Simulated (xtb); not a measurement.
CH3Cl2In, SMILES [CH3][In]([Cl])[Cl]. All values are semi-empirical tight-binding results from xtb (GFN2-xTB unless named), good for trends rather than for accurate numbers. Geometry: GFN2-xTB. The structure was generated by enumeration; whether it is a known compound was not checked.

The geometry has at least one imaginary mode, so it is a saddle point at that level.

For metal compounds this method's bond lengths and energies can be far off.

Computed properties:
The orbital gap is 3.41 eV.
